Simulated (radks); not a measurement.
The numbers below are computed, except where a source is named.
The mean radii <r> (bohr) of the occupied orbitals of an atom or ion are listed with their occupations. Code: a radial shooting solver on a logarithmic mesh with Libxc functionals. Model: scalar-relativistic Kohn-Sham, PBE, spin-polarised, spherical densities, point nucleus.

| orbital | occ. | <r> |
|---|---|---|
| 1s | 2 | 0.1570 |
| 2s | 2 | 0.7083 |

Name the element and its charge. Open shells, if any, are filled with parallel spins first.

Answer. Z = 10, neon, charge +6: Ne6+ in [He] 2s2. The 1s radius gives Z: for a bare nucleus <r> = (2 gamma + 1)/(2Z) with gamma = sqrt(1 - (Z/c)^2), 0.1497 bohr for Z = 10, and screening makes it slightly larger (0.1570 here). The occupations add up to 4, and the charge is Z minus that.
